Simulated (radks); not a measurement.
Initial-state core-level shifts of the phosphorus ion P+ when its valence configuration changes from [Ne] 3s2 3p2. Calculated with a radial shooting solver on a logarithmic mesh with Libxc functionals: non-relativistic Kohn-Sham, PBE, spin-polarised, spherical densities, point nucleus; open shells are filled with parallel spins first. Shifts are changes of the shell-averaged eigenvalues in eV (positive: less bound); the change of the density at the nucleus, which sets a Mossbauer isomer shift, is in e/bohr^3, on a base of 2192.

3s1 3p3: 1s -0.729; 2s -0.776; 2p -0.758; density at nucleus -6.9072
3p4: 1s -2.899; 2s -2.852; 2p -2.824; density at nucleus -14.0602
3s1.5 3p2.5: 1s -0.437; 2s -0.450; 2p -0.443; density at nucleus -3.3987
3s0.5 3p3.5: 1s -1.884; 2s -1.876; 2p -1.854; density at nucleus -10.4707
